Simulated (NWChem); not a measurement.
Molecule: Si₂NH₆F; SMILES [SiH2]([SiH2]N)F

```xyz
10

Si    -0.4742     1.1843    -0.2684
F      0.9292     1.8387     0.3104
Si    -0.4712    -1.1105     0.3004
N      0.9075    -2.0153    -0.3010
H     -0.4754     1.3784    -1.7655
H     -1.6258     1.9711     0.3069
H     -1.7266    -1.7316    -0.2586
H     -0.4735    -1.2322     1.8015
H      1.0036    -2.0904    -1.3186
H      1.8179    -1.7683     0.1000
```
Atoms are numbered in this order, from 1.

Computed with NWChem. Structure relaxed at the PBE-D3(BJ)/def2-SVP level. Ions are spin-unrestricted doublets at the neutral geometry; other ion states weren't tried. Functional: LC-ωPBE (HJS hole) with def2-SVP; rows give the range parameter ω in 1/bohr.

For range parameter (1/bohr) 0.20:

* **vertical ionisation energy, ΔSCF (eV)**: 9.02
* **−ε(HOMO) (eV)**: 8.26

**Question.** How do the values read with range parameter (1/bohr) 0.80 instead?

**Answer.** The vertical ionisation energy, ΔSCF (eV) is 9.80 and the −ε(HOMO) (eV) is 10.80.
